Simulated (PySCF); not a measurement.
# Two-component Hartree-Fock for Sb(30+) (antimony, charge +30)

Start: [Ar] 3d3; 3d3/2 filled at m_j = -1/2, +1/2, +3/2. Calculated with PySCF 2.14 in an uncontracted even-tempered set (16 s from 4.9 bohr⁻², ratio 2.8; 12 p from 6.4 bohr⁻², ratio 2.8; 8 d from 6.4 bohr⁻², ratio 2.8; 3 f from 21 bohr⁻², ratio 3): generalised Hartree-Fock with the X2C-1e Hamiltonian and a Gaussian nucleus; one run each with spin-orbit coupling (SO) switched off, then screened by Boettger's factors.

| spinor shell | electrons | ε, spin-free (eV) | ε, screened SO (eV) | weight of nominal j (screened SO) | rms radius, screened SO (bohr) |
| --- | --- | --- | --- | --- | --- |
| 1s1/2 | 2 | -32043.6 | -32039.8 | 1.000 | 0.0325 |
| 2s1/2 | 2 | -6122.4 | -6120.7 | 1.000 | 0.132 |
| 2p1/2 | 2 | -5635.9 | -5817.8 | 0.999 | 0.114 |
| 2p3/2 | 4 | -5635.9 | -5551.4 | 1.000 | 0.119 |
| 3s1/2 | 2 | -2139.4 | -2138.8 | 1.000 | 0.330 |
| 3p1/2 | 2 | -1973.5 | -2022.5 | 0.981 | 0.320 |
| 3p3/2 | 4 | -1973.5 | -1950.5 | 0.991 | 0.330 |
| 3d3/2 | 3 | -1783.4 | -1785.9 | 0.914 | 0.290 |

| quantity | spin-free | screened SO |
| --- | --- | --- |
| E (hartree) | -5864.34564 | -5866.50123 |
| M_J | 3/2 | 3/2 |
| ⟨J²⟩ | 6.751 | 4.415 |
| ⟨L²⟩ | 12.001 | 10.002 |
| ⟨S²⟩ | 3.750 | 2.816 |

The determinant has a definite M_J but mixes levels of different J.

Each row is a mean over spinors that exchange with the open shell spreads, by up to 14.845 eV (3p1/2).

Breit and QED terms are absent; they matter most for the inner s and p1/2 levels.

Densities and radii are taken from the X2C orbitals without a picture-change correction, which distorts them close to the nucleus.

Without spin-orbit coupling the j labels of p, d and f shells carry no meaning; the spin-free column gives the mean over the occupied spinors of each nl shell, and its ⟨J²⟩ belongs to a mixture of degenerate components.
